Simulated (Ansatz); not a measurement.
[Li(H2O)4]+ (LiO₄H₈⁺), relaxed as a singlet with RKS r2SCAN-D4/def2-SVP in Ansatz, starting from the GFN2-xTB geometry. Force threshold 0.02 eV/Å.

Start:

Cartesian coordinates in Å:
```
Li -0.0006 -0.0013 0.0005
O 1.3605 -0.8213 0.9991
H 1.4915 -1.7647 1.1169
H 2.0798 -0.4024 1.4767
O 0.7350 1.4050 -0.9995
H 0.3546 2.2791 -1.1112
H 1.5648 1.4245 -1.4815
O -1.3158 0.6703 1.1584
H -2.2247 0.9017 0.9547
H -1.2178 0.8272 2.1001
O -0.7806 -1.2556 -1.1569
H -1.4162 -1.9455 -0.9545
H -0.6304 -1.3169 -2.1028
```

```csv
step,energy (eV),largest force component (eV/Å),SCF passes
1,-8510.4944,0.363,22
2,-8510.5213,0.074,24
3,-8510.5310,0.050,24
4,-8510.5313,0.005,24
```

Force components are those of the run's own axes.

End:

```xyz
13

Li    0.000   -0.003    0.002
O     1.404   -0.824    1.035
H     1.568   -1.773    1.115
H     2.133   -0.402    1.510
O     0.767    1.428   -1.035
H     0.414    2.326   -1.106
H     1.605    1.450   -1.516
O    -1.363    0.695    1.172
H    -2.279    0.925    0.965
H    -1.288    0.800    2.130
O    -0.809   -1.299   -1.172
H    -1.455   -1.988   -0.968
H    -0.698   -1.335   -2.132
```

By distances, no bond broke or formed. The bond that changes most is Li1–O5, from 1.88 to 1.93 Å (atoms count from 1).

No frequencies were taken in this run, so the end may be a saddle point.

Hardware: 4 threads of Arm Neoverse V1 on a shared host. Wall time 8.5 s.
